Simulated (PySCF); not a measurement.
CH₁₂N₂Si₃, SMILES N[SiH](N)C[SiH2][SiH3].

Geometry optimised at PBE0-D3(BJ)/def2-SVP. The structure was generated by enumeration, and PubChem lists no compound with its InChIKey, so it may never have been made. One conformer was computed; it need not be the lowest.

The numbers are results of PySCF 2.14.0 with PBE0-D3(BJ)/def2-SVP, not measurements.

Frequencies are harmonic and unscaled.

```json
[
 {"mode": "1", "ν (cm⁻¹)": "34", "IR (km/mol)": "0.0", "moving atoms (share of kinetic energy)": "N 42 %, Si 33 %, H 22 %"},
 {"mode": "2", "ν (cm⁻¹)": "62", "IR (km/mol)": "0.3", "moving atoms (share of kinetic energy)": "Si 40 %, H 25 %, N 25 %, C 9 %"},
 {"mode": "3", "ν (cm⁻¹)": "109", "IR (km/mol)": "0.1", "moving atoms (share of kinetic energy)": "Si 33 %, H 31 %, N 27 %, C 9 %"},
 {"mode": "4", "ν (cm⁻¹)": "140", "IR (km/mol)": "0.9", "moving atoms (share of kinetic energy)": "H 80 %, Si 8 %"},
 {"mode": "5", "ν (cm⁻¹)": "158", "IR (km/mol)": "1.6", "moving atoms (share of kinetic energy)": "H 42 %, Si 36 %, C 11 %, N 11 %"},
 {"mode": "6", "ν (cm⁻¹)": "204", "IR (km/mol)": "1.6", "moving atoms (share of kinetic energy)": "N 45 %, H 40 %, Si 11 %"},
 {"mode": "7", "ν (cm⁻¹)": "241", "IR (km/mol)": "13.8", "moving atoms (share of kinetic energy)": "H 70 %, Si 20 %"},
 {"mode": "8", "ν (cm⁻¹)": "256", "IR (km/mol)": "16.6", "moving atoms (share of kinetic energy)": "H 64 %, Si 23 %, N 9 %"},
 {"mode": "9", "ν (cm⁻¹)": "285", "IR (km/mol)": "4.0", "moving atoms (share of kinetic energy)": "H 45 %, Si 29 %, N 19 %"},
 {"mode": "10", "ν (cm⁻¹)": "328", "IR (km/mol)": "171.3", "moving atoms (share of kinetic energy)": "H 70 %, N 26 %"},
 {"mode": "11", "ν (cm⁻¹)": "354", "IR (km/mol)": "38.6", "moving atoms (share of kinetic energy)": "H 91 %"},
 {"mode": "12", "ν (cm⁻¹)": "365", "IR (km/mol)": "76.7", "moving atoms (share of kinetic energy)": "H 83 %, N 14 %"},
 {"mode": "13", "ν (cm⁻¹)": "418", "IR (km/mol)": "59.0", "moving atoms (share of kinetic energy)": "Si 44 %, H 44 %, N 9 %"},
 {"mode": "14", "ν (cm⁻¹)": "423", "IR (km/mol)": "64.2", "moving atoms (share of kinetic energy)": "H 49 %, Si 38 %, N 11 %"},
 {"mode": "15", "ν (cm⁻¹)": "488", "IR (km/mol)": "15.7", "moving atoms (share of kinetic energy)": "H 82 %, Si 15 %"},
 {"mode": "16", "ν (cm⁻¹)": "531", "IR (km/mol)": "11.3", "moving atoms (share of kinetic energy)": "H 69 %, Si 22 %"},
 {"mode": "17", "ν (cm⁻¹)": "621", "IR (km/mol)": "10.6", "moving atoms (share of kinetic energy)": "H 65 %, C 23 %, Si 11 %"},
 {"mode": "18", "ν (cm⁻¹)": "634", "IR (km/mol)": "4.5", "moving atoms (share of kinetic energy)": "H 55 %, C 25 %, Si 17 %"},
 {"mode": "19", "ν (cm⁻¹)": "711", "IR (km/mol)": "2.8", "moving atoms (share of kinetic energy)": "H 88 %"},
 {"mode": "20", "ν (cm⁻¹)": "732", "IR (km/mol)": "7.2", "moving atoms (share of kinetic energy)": "H 84 %, N 10 %"},
 {"mode": "21", "ν (cm⁻¹)": "748", "IR (km/mol)": "56.2", "moving atoms (share of kinetic energy)": "H 41 %, C 33 %, Si 24 %"},
 {"mode": "22", "ν (cm⁻¹)": "784", "IR (km/mol)": "140.0", "moving atoms (share of kinetic energy)": "H 69 %, C 12 %, N 10 %, Si 10 %"},
 {"mode": "23", "ν (cm⁻¹)": "823", "IR (km/mol)": "8.6", "moving atoms (share of kinetic energy)": "H 43 %, N 42 %, Si 12 %"},
 {"mode": "24", "ν (cm⁻¹)": "827", "IR (km/mol)": "302.2", "moving atoms (share of kinetic energy)": "H 68 %, C 12 %, Si 11 %, N 10 %"},
 {"mode": "25", "ν (cm⁻¹)": "867", "IR (km/mol)": "94.1", "moving atoms (share of kinetic energy)": "H 72 %, Si 16 %, N 10 %"},
 {"mode": "26", "ν (cm⁻¹)": "886", "IR (km/mol)": "83.8", "moving atoms (share of kinetic energy)": "H 55 %, N 24 %, Si 20 %"},
 {"mode": "27", "ν (cm⁻¹)": "900", "IR (km/mol)": "93.2", "moving atoms (share of kinetic energy)": "H 60 %, Si 19 %, N 17 %"},
 {"mode": "28", "ν (cm⁻¹)": "928", "IR (km/mol)": "12.8", "moving atoms (share of kinetic energy)": "H 97 %"},
 {"mode": "29", "ν (cm⁻¹)": "937", "IR (km/mol)": "43.9", "moving atoms (share of kinetic energy)": "H 97 %"},
 {"mode": "30", "ν (cm⁻¹)": "944", "IR (km/mol)": "219.9", "moving atoms (share of kinetic energy)": "H 86 %, Si 9 %"},
 {"mode": "31", "ν (cm⁻¹)": "951", "IR (km/mol)": "49.5", "moving atoms (share of kinetic energy)": "H 74 %, Si 16 %, N 8 %"},
 {"mode": "32", "ν (cm⁻¹)": "1013", "IR (km/mol)": "25.9", "moving atoms (share of kinetic energy)": "H 91 %"},
 {"mode": "33", "ν (cm⁻¹)": "1062", "IR (km/mol)": "161.9", "moving atoms (share of kinetic energy)": "H 56 %, C 37 %"},
 {"mode": "34", "ν (cm⁻¹)": "1369", "IR (km/mol)": "11.3", "moving atoms (share of kinetic energy)": "H 92 %, C 8 %"},
 {"mode": "35", "ν (cm⁻¹)": "1532", "IR (km/mol)": "84.5", "moving atoms (share of kinetic energy)": "H 88 %, N 11 %"},
 {"mode": "36", "ν (cm⁻¹)": "1539", "IR (km/mol)": "48.4", "moving atoms (share of kinetic energy)": "H 89 %, N 11 %"},
 {"mode": "37", "ν (cm⁻¹)": "2174", "IR (km/mol)": "144.7", "moving atoms (share of kinetic energy)": "H 97 %"},
 {"mode": "38", "ν (cm⁻¹)": "2189", "IR (km/mol)": "95.2", "moving atoms (share of kinetic energy)": "H 97 %"},
 {"mode": "39", "ν (cm⁻¹)": "2202", "IR (km/mol)": "89.8", "moving atoms (share of kinetic energy)": "H 97 %"},
 {"mode": "40", "ν (cm⁻¹)": "2214", "IR (km/mol)": "65.8", "moving atoms (share of kinetic energy)": "H 99 %"},
 {"mode": "41", "ν (cm⁻¹)": "2223", "IR (km/mol)": "114.3", "moving atoms (share of kinetic energy)": "H 96 %"},
 {"mode": "42", "ν (cm⁻¹)": "2227", "IR (km/mol)": "118.0", "moving atoms (share of kinetic energy)": "H 96 %"},
 {"mode": "43", "ν (cm⁻¹)": "3065", "IR (km/mol)": "1.2", "moving atoms (share of kinetic energy)": "H 95 %"},
 {"mode": "44", "ν (cm⁻¹)": "3135", "IR (km/mol)": "0.2", "moving atoms (share of kinetic energy)": "H 91 %, C 9 %"},
 {"mode": "45", "ν (cm⁻¹)": "3615", "IR (km/mol)": "21.5", "moving atoms (share of kinetic energy)": "H 96 %"},
 {"mode": "46", "ν (cm⁻¹)": "3620", "IR (km/mol)": "37.0", "moving atoms (share of kinetic energy)": "H 96 %"},
 {"mode": "47", "ν (cm⁻¹)": "3719", "IR (km/mol)": "33.1", "moving atoms (share of kinetic energy)": "H 91 %, N 9 %"},
 {"mode": "48", "ν (cm⁻¹)": "3726", "IR (km/mol)": "31.8", "moving atoms (share of kinetic energy)": "H 91 %, N 9 %"}
]
```
